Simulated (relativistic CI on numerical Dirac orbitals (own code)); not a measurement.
Ta²⁺: 4f photoemission

Computed with this model: Dirac-Coulomb-Breit CI, separate exchange-only KLI orbitals for each configuration, QED by a radiative potential, valence Slater integrals scaled by 0.8, multiplet model of photoemission in the sudden approximation; configurations [Xe] 4f14 5d3 → [Xe] 4f13 5d3; 80 K; Lorentzian 0.25 eV and Gaussian 0.5 eV FWHM. Energies are those of the free ion, without screening or charge transfer. The energies are binding energies and can lie tens of eV above those of solids. S is read from ⟨S²⟩ = S(S + 1).

Computed curve for free ion, scaled to 100 at the maximum (points under 2 are left out and the grid is thinned):

Energy (eV), Intensity and a bar:
```
     43.9        2.0 
     44.1        2.7 
     44.2        3.1 
     44.4        4.4 #
     44.6        7.3 ##
     44.7       10.1 ##
     44.9       22.6 ######
     45.1       50.0 ###############
     45.3       83.8 #########################
     45.4       95.1 #############################
     45.6       99.5 ##############################
     45.8       89.5 ###########################
     45.9       80.9 ########################
     46.1       57.3 #################
     46.3       35.5 ##########
     46.4       28.7 ########
     46.6       22.9 ######
     46.8       23.7 #######
     46.9       25.0 #######
     47.1       30.0 #########
     47.3       41.9 ############
     47.5       58.4 #################
     47.6       62.7 ###################
     47.8       55.8 #################
     48.0       40.6 ############
     48.1       35.2 ##########
     48.3       29.1 ########
     48.5       24.5 #######
     48.6       21.9 ######
     48.8       17.1 #####
     49.0       12.9 ###
     49.1       10.9 ###
     49.3        8.0 ##
     49.5        7.3 ##
     49.7        7.2 ##
     49.8        6.9 ##
     50.0        5.5 #
     50.2        3.8 #
     50.3        3.1 
     50.5        2.0
```

The ground state has S = 1.46, and the centroid lies at 46.63 eV.
